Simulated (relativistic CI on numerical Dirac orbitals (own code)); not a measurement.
# Electric-dipole transitions in Er23+

These numbers are calculated, not measured: Dirac-Coulomb-Breit CI, orbitals from a KLI potential per configuration, a model potential for QED, unscaled Slater integrals (own radial code, finite nucleus).

Configurations in the expansion (outside the closed core [Ar] 3d10): 4s²4p⁶4d⁹, 4s²4p⁵4d¹⁰, 4s²4p⁶4d⁸4f, 4s4p⁶4d¹⁰, 4s²4p⁵4d⁹4f, 4s²4p⁶4d⁸5s, 4s4p⁶4d⁹4f, 4s²4p⁶4d⁸5p, 4s²4p⁶4d⁷4f5s, 4s²4p⁶4d⁸5d, 4s²4p⁵4d⁹5s, 4s²4p⁶4d⁷5s5p, 4s²4p⁶4d⁸5f, 4s²4p⁵4d⁹5p, 4s²4p⁶4d⁸6s, 4s²4p⁶4d⁸5g, 4s²4p⁶4d⁸6p, 4s4p⁶4d⁸4f5s, 4s²4p⁵4d⁹5d, 4s²4p⁶4d⁸6d, 4s4p⁶4d⁹5s, 4p⁶4d¹⁰4f, 4s²4p⁶4d⁷5s², 4s²4p⁶4d⁶4f5s², 4s²4p⁵4d⁷4f5s², 4s4p⁶4d⁷4f5s², 4p⁶4d⁹4f², 4p⁵4d¹⁰4f², 4p⁶4d⁸4f³, 4p⁵4d⁹4f³, 4p⁶4d⁸4f²5s. Double excitations out of closed p, d and f shells are left out; levels of such configurations are missing from the list, as are those of other unlisted configurations, and high levels can miss mixing partners. These lack a partner that the ground configuration has and come out too high: 4s²4p⁶4d⁸5p, 4s²4p⁶4d⁸5d, 4s²4p⁵4d⁹5s, 4s²4p⁶4d⁸5f, 4s²4p⁵4d⁹5p.

| λ vac (nm) | Lower | Upper | A (s⁻¹) | E lower (eV) | E upper (eV) |
| --- | --- | --- | --- | --- | --- |
| 3.0631 | 4s²4p⁶4d⁹ ²D5/2 [1] | 4s²4p⁵4d⁹5s ²F°7/2 [330] | 7.68e+11 | 0.000 | 404.768 |
| 3.9764 | 4s²4p⁶4d⁹ ²D5/2 [1] | 4s²4p⁶4d⁸5p ²P°3/2 [124] | 6.05e+11 | 0.000 | 311.800 |
| 3.9765 | 4s²4p⁶4d⁹ ²D3/2 [2] | 4s²4p⁶4d⁸5p ²F°5/2 [148] | 5.62e+11 | 9.975 | 321.766 |
| 3.9927 | 4s²4p⁶4d⁹ ²D5/2 [1] | 4s²4p⁶4d⁸5p ²D°5/2 [121] | 4.28e+11 | 0.000 | 310.525 |
| 4.0118 | 4s²4p⁶4d⁹ ²D5/2 [1] | 4s²4p⁶4d⁸5p ²D°5/2 [119] | 4.95e+11 | 0.000 | 309.049 |
| 4.0190 | 4s²4p⁶4d⁹ ²D5/2 [1] | 4s²4p⁶4d⁸5p ²F°7/2 [118] | 4.56e+11 | 0.000 | 308.493 |
| 4.0564 | 4s²4p⁶4d⁹ ²D5/2 [1] | 4s²4p⁶4d⁸5p ²F°7/2 [115] | 3.66e+11 | 0.000 | 305.651 |
| 5.1275 | 4s²4p⁵4d¹⁰ ²P°3/2 [3] | 4s²4p⁵4d⁹4f ²S1/2 [310] | 1.87e+12 | 148.714 | 390.518 |
| 5.2074 | 4s²4p⁵4d¹⁰ ²P°3/2 [3] | 4s²4p⁵4d⁹4f ²D5/2 [299] | 3.98e+11 | 148.714 | 386.805 |
| 5.3898 | 4s²4p⁵4d¹⁰ ²P°3/2 [3] | 4s²4p⁵4d⁹4f ²D5/2 [256] | 1.39e+12 | 148.714 | 378.750 |
| 5.4017 | 4s²4p⁵4d¹⁰ ²P°3/2 [3] | 4s²4p⁵4d⁹4f ²P3/2 [253] | 6.49e+11 | 148.714 | 378.241 |
| 5.4138 | 4s²4p⁵4d¹⁰ ²P°3/2 [3] | 4s²4p⁵4d⁹4f ²D5/2 [252] | 1.70e+12 | 148.714 | 377.728 |
| 5.4687 | 4s²4p⁵4d¹⁰ ²P°3/2 [3] | 4s²4p⁵4d⁹4f ²S1/2 [242] | 1.95e+12 | 148.714 | 375.432 |
| 5.4735 | 4s²4p⁵4d¹⁰ ²P°3/2 [3] | 4s²4p⁵4d⁹4f ²P3/2 [241] | 1.56e+12 | 148.714 | 375.229 |
| 5.4752 | 4s²4p⁶4d⁹ ²D3/2 [2] | 4s²4p⁵4d¹⁰ ²P°1/2 [85] | 5.39e+12 | 9.975 | 236.423 |
| 5.7052 | 4s²4p⁶4d⁹ ²D5/2 [1] | 4s²4p⁶4d⁸4f ²F°7/2 [82] | 4.82e+12 | 0.000 | 217.319 |
| 5.7158 | 4s²4p⁶4d⁹ ²D3/2 [2] | 4s²4p⁶4d⁸4f ²F°5/2 [84] | 4.82e+12 | 9.975 | 226.890 |
| 5.7480 | 4s²4p⁶4d⁹ ²D5/2 [1] | 4s²4p⁶4d⁸4f ²P°3/2 [81] | 4.83e+12 | 0.000 | 215.702 |
| 5.7543 | 4s²4p⁶4d⁹ ²D5/2 [1] | 4s²4p⁶4d⁸4f ²D°5/2 [80] | 4.71e+12 | 0.000 | 215.465 |
| 5.7927 | 4s²4p⁶4d⁹ ²D3/2 [2] | 4s²4p⁶4d⁸4f ²D°3/2 [83] | 4.60e+12 | 9.975 | 224.011 |
| 6.0810 | 4s²4p⁶4d⁸4f ²I°13/2 [63] | 4s²4p⁵4d⁹4f ²H11/2 [307] | 8.78e+11 | 185.428 | 389.317 |
| 6.0822 | 4s²4p⁶4d⁸4f ²K°15/2 [47] | 4s²4p⁶4d⁸5d ²I13/2 [273] | 1.19e+12 | 178.108 | 381.957 |
| 6.1266 | 4s²4p⁶4d⁸4f ²K°13/2 [41] | 4s²4p⁶4d⁸5d ²I11/2 [257] | 5.53e+11 | 176.676 | 379.047 |
| 6.1499 | 4s²4p⁶4d⁸4f ⁴I°13/2 [37] | 4s²4p⁵4d⁹4f ⁴G11/2 [248] | 4.75e+11 | 175.397 | 377.000 |
| 7.0944 | 4s²4p⁶4d⁸4f ⁴I°15/2 [11] | 4s²4p⁵4d⁹4f ²I13/2 [201] | 2.54e+11 | 165.208 | 339.972 |
| 7.1241 | 4s²4p⁶4d⁸4f ⁴I°13/2 [10] | 4s²4p⁵4d⁹4f ²I11/2 [197] | 2.18e+11 | 164.873 | 338.907 |
| 7.4894 | 4s²4p⁶4d⁸4f ⁴G°11/2 [17] | 4s²4p⁵4d⁹4f ⁴F9/2 [182] | 2.72e+11 | 169.013 | 334.561 |
| 7.5076 | 4s²4p⁶4d⁸4f ⁴I°15/2 [11] | 4s²4p⁵4d⁹4f ⁴H13/2 [174] | 6.10e+11 | 165.208 | 330.354 |
| 7.5149 | 4s²4p⁶4d⁸4f ⁴H°13/2 [15] | 4s²4p⁵4d⁹4f ⁴G11/2 [178] | 5.29e+11 | 166.786 | 331.771 |
| 7.5247 | 4s²4p⁶4d⁸4f ⁴I°13/2 [10] | 4s²4p⁵4d⁹4f ²H11/2 [171] | 5.40e+11 | 164.873 | 329.642 |
| 7.5578 | 4s²4p⁶4d⁸4f ⁴H°11/2 [13] | 4s²4p⁵4d⁹4f ⁴G9/2 [172] | 5.71e+11 | 165.802 | 329.851 |
| 7.5827 | 4s²4p⁶4d⁸4f ⁴I°13/2 [37] | 4s²4p⁵4d⁹4f ²I11/2 [197] | 3.04e+11 | 175.397 | 338.907 |
| 7.5977 | 4s²4p⁶4d⁸4f ⁴I°11/2 [33] | 4s²4p⁵4d⁹4f ⁴G9/2 [190] | 4.25e+11 | 174.287 | 337.473 |
| 7.6000 | 4s²4p⁶4d⁸4f ⁴F°7/2 [5] | 4s²4p⁵4d⁹4f ⁴D5/2 [157] | 3.11e+11 | 161.468 | 324.604 |
| 7.6545 | 4s²4p⁶4d⁸4f ²G°9/2 [16] | 4s²4p⁵4d⁹4f ²F7/2 [168] | 3.56e+11 | 166.940 | 328.915 |
| 7.6598 | 4s²4p⁶4d⁸4f ²K°15/2 [47] | 4s²4p⁵4d⁹4f ²I13/2 [201] | 3.32e+11 | 178.108 | 339.972 |
| 7.6796 | 4s²4p⁶4d⁸4f ⁴F°9/2 [7] | 4s²4p⁵4d⁹4f ⁴D7/2 [159] | 2.43e+11 | 163.237 | 324.684 |
| 7.8023 | 4s²4p⁶4d⁸4f ⁴G°11/2 [17] | 4s²4p⁵4d⁹4f ²G9/2 [166] | 1.82e+11 | 169.013 | 327.920 |
| 7.9057 | 4s²4p⁶4d⁸4f ⁴F°9/2 [7] | 4s²4p⁵4d⁹4f ⁴G9/2 [139] | 1.38e+11 | 163.237 | 320.066 |
| 7.9068 | 4s²4p⁶4d⁸4f ⁴H°13/2 [15] | 4s²4p⁵4d⁹4f ⁴H13/2 [152] | 1.54e+11 | 166.786 | 323.592 |
| 7.9684 | 4s²4p⁶4d⁸4f ⁴H°11/2 [13] | 4s²4p⁵4d⁹4f ⁴G11/2 [146] | 1.95e+11 | 165.802 | 321.398 |
| 8.0303 | 4s²4p⁶4d⁸4f ²H°9/2 [19] | 4s²4p⁵4d⁹4f ²H9/2 [156] | 2.36e+11 | 169.509 | 323.904 |
| 8.0920 | 4s²4p⁶4d⁸4f ⁴G°11/2 [17] | 4s²4p⁵4d⁹4f ²H11/2 [149] | 1.94e+11 | 169.013 | 322.231 |
| 8.1251 | 4s²4p⁶4d⁸4f ⁴I°13/2 [10] | 4s²4p⁵4d⁹4f ⁴I13/2 [131] | 1.86e+11 | 164.873 | 317.468 |
| 8.2248 | 4s²4p⁶4d⁸4f ⁴I°15/2 [11] | 4s²4p⁵4d⁹4f ⁴I15/2 [128] | 1.87e+11 | 165.208 | 315.953 |

Terms are leading LS components. Brackets give the number of a level in order of energy, since labels repeat. The list gives strong lines, with weight on those to low levels, without lines whose two gauges differ by over a factor of 2.5, among the lowest 400 of 8666 levels, so that lines to higher ones, which can be the strongest, are missing. Levels whose partners in the same complex of configurations lie outside the list can be far off, and so can their lines. Rates are taken at the computed energies, electric ones in the length gauge.

At this charge energies of transitions that change n are usually good to better than 1 %, and those within a shell (Δn = 0) to a few per cent.

LS names give the leading component of a level, which can be under half, so a name can repeat, a term be missing and a line seem to break the LS rules.
